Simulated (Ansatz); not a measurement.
System: sum formula GeSiH3, charge -1, multiplicity 1. It need not be the lowest isomer of its formula. Whether it binds its extra electron was not tested at this geometry. 
Coordinates optimised at B3LYP-D3(BJ)/def2-TZVP (Ansatz, an electronic-structure program):
SMILES: [SiH2]=[GeH-]
```xyz
5

Si    -1.3989    -0.1641     0.4766
Ge     0.7183     0.0682    -0.2893
H     -2.0410     0.1586     1.7991
H     -2.5233    -0.7314    -0.3473
H      1.1632     0.6888     1.1351
```
Charge -1, spin multiplicity 1.

Task: Give the harmonic wavenumbers at B3LYP-D3(BJ)/def2-TZVP (Ansatz, finite differences of forces, unscaled).

Result: 296, 365, 407, 578, 635, 958, 1771, 2073, 2084 cm⁻¹. Zero-point energy 13.1 kcal/mol.

Task: From these and the geometry, give the ideal-gas thermochemistry at 298.15 K and 1 atm (rigid rotor, harmonic oscillator).

Result: Point group Cs, rotational symmetry number 1. Rotational constants 93.08, 4.314, 4.123 GHz. S(trans) 39.83, S(rot) 22.79, S(vib) 4.48, S(elec, spin only) 0.00, S 67.1 cal/(mol K). H(298) - H(0) 3.27 kcal/mol; G - E(el) -3.6 kcal/mol.
